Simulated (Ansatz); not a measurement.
## Worked example: C2H4Cl2 + GeH3I → CHCl2I + GeH3(CH3)

Species: C2H4Cl2 (1,1-dichloroethane) `CC(Cl)Cl`, singlet; GeH3I `[GeH3][I]`, singlet; CHCl2I (dichloroiodomethane) `ClC(Cl)I`, singlet; GeH3(CH3) (methyl germane), singlet. The partners trade CH3 for I: C–CH3 and Ge–I bonds give way to C–I and Ge–CH3.

Shapes, held fixed at every level: PBE0-D4/def2-TZVP. Programs: Ansatz 0.2.0. The zero-point and thermal change to 298 K, harmonic and unscaled (PBE0-D4/def2-TZVP), is -6.3 kJ/mol.

At CCSD(T)/def2-TZVPP; 1 Eh = 2625.50 kJ/mol:

```
  species   energy (Eh)
  C2H4Cl2   -997.929613
    GeH3I  -2374.572634
   CHCl2I  -1255.212443
GeH3(CH3)  -2117.237880
```

Q: Work out ΔH(298 K) of the reaction at this level.

A: 
1. Products less reactants: (-1255.212443) + (-2117.237880) − [(-997.929613) + (-2374.572634)] = 0.051924 Eh = +136.3 kJ/mol.
2. With the thermal change: +136.3 + (-6.3) = +130.0 kJ/mol.

Other levels give +129.3 (SPW92/def2-TZVPP) to +165.8 kJ/mol (HF/def2-TZVPP). No measured value is set beside it here. For atoms past krypton def2 sets carry core potentials with scalar relativity. Relativity is left out for Ge unless named. Correlated rows may include outer-core shells of Ge, I, which these sets cover unevenly.
